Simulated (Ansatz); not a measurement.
Mg(SiH3)(OSiH3) (H₆MgOSi₂), SMILES [SiH3][O][Mg][SiH3].

Coordinates come from a ωB97X-D3(BJ)/def2-SVP optimisation. The structure was generated by enumeration; whether it is a known compound was not checked. One conformer was computed; it need not be the lowest.

Two levels are set side by side: PBE/def2-SVPD (Ansatz, a quantum-chemistry and plane-wave program) and PBE0/def2-SVPD (Ansatz). Energy differences of separate SCF runs at the same geometry; the states with an electron removed or added have multiplicity 2 and 2. Differences are taken from unrounded values.

```
quantity                           PBE0
---------------------------------  ----
vertical ionisation energy (eV)    9.41
vertical singlet–triplet gap (eV)  4.58
```

Question: What does PBE give, and how far is it from PBE0? (Estimate from the structure and the level; the computed values follow.)

Answer: 
| quantity | PBE | PBE minus PBE0 |
|---|---|---|
| vertical ionisation energy (eV) | 8.98 | -0.43 |
| vertical singlet–triplet gap (eV) | 4.39 | -0.19 |
